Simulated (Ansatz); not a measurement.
C₂H₉BOSi (`B[SiH2]OCC`), relaxed with RKS PBE-D4/def2-SVP in the Gaussian-basis code of Ansatz from a rough embedded geometry. The force threshold is 0.03 eV/Å; the program also tests the step.

Total charge 0; spin multiplicity 1.

Start:

```xyz
14

B    -0.779    0.872    2.316
Si    0.310    1.425    0.767
O     0.950    0.035   -0.069
C    -0.127   -0.525   -0.887
C     0.447   -1.729   -1.626
H    -1.880    0.947    2.277
H    -0.247    1.029    3.401
H     1.420    2.217    1.231
H    -0.549    2.246   -0.080
H    -0.348    0.288   -1.677
H    -0.990   -0.742   -0.329
H     1.337   -1.472   -2.182
H    -0.273   -2.117   -2.296
H     0.728   -2.474   -0.846
```

**Question.** How much energy does the relaxation release, and in how many steps? (Estimate.)

**Answer.** Computed: 22.38 kcal/mol, in 15 steps.

**Question.** Which bonds change most? (Best estimate.)

**Answer.** Computed: B1–H6 from 1.104 to 1.217 Å; C4–H11 from 1.050 to 1.118 Å; Si2–H8 from 1.441 to 1.506 Å; Si2–H9 from 1.459 to 1.521 Å.

**Question.** Give the relaxed structure. (An estimate is asked.)

**Answer.** Computed: 
```xyz
14

B    -0.791    0.992    2.360
Si    0.440    1.446    0.836
O     0.811    0.174   -0.211
C    -0.189   -0.498   -0.965
C     0.425   -1.709   -1.647
H    -1.384   -0.064    2.468
H    -0.975    1.823    3.233
H     1.772    1.924    1.350
H    -0.204    2.595    0.074
H    -0.625    0.193   -1.728
H    -1.035   -0.818   -0.308
H     1.257   -1.400   -2.311
H    -0.332   -2.243   -2.257
H     0.831   -2.415   -0.895
```
